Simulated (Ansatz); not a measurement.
Start from `BCN=C=C` and change one atom or group to get `C=C=N`.

Ansatz, PBE0-D4/def2-TZVP geometries, multiplicity 1. Each molecule was computed in one conformer, which needn't be the lowest.

```tsv
property	`BCN=C=C`
size of the dipole moment (PBE/def2-TZVPP) / D	1.34
LUMO energy (PBE0/def2-TZVPP) / eV	-1.62
HOMO energy (B3LYP/def2-TZVPP) / eV	-6.40
LUMO energy (PBE/def2-TZVPP) / eV	-2.68
HOMO–LUMO gap (B3LYP/def2-TZVPP) / eV	4.52
LUMO energy (ωB97M-V/def2-TZVPP) / eV	0.32
```

Q: Give the same properties after the change, and the shifts. (Best estimate.)

A: Computed: 
```
                                      property  `C=C=N`  shift
size of the dipole moment (PBE/def2-TZVPP) / D     1.40   0.06
            LUMO energy (PBE0/def2-TZVPP) / eV    -0.09   1.53
           HOMO energy (B3LYP/def2-TZVPP) / eV    -6.73  -0.33
             LUMO energy (PBE/def2-TZVPP) / eV    -1.20   1.48
         HOMO–LUMO gap (B3LYP/def2-TZVPP) / eV     6.36   1.84
         LUMO energy (ωB97M-V/def2-TZVPP) / eV     2.17   1.85
```

With PBE0 the HOMO falls by 0.33 eV and the LUMO rises by 1.53 eV, so the gap widens by about 1.86 eV. PBE moves the HOMO by -0.28 eV and ωB97M-V by -0.34 eV. The zero-point energy changes by -101.0 kJ/mol with -15 modes. Dipoles are sizes alone; their direction can turn.

B3LYP here is the variant with VWN-RPA as its local correlation; programs differ in this.
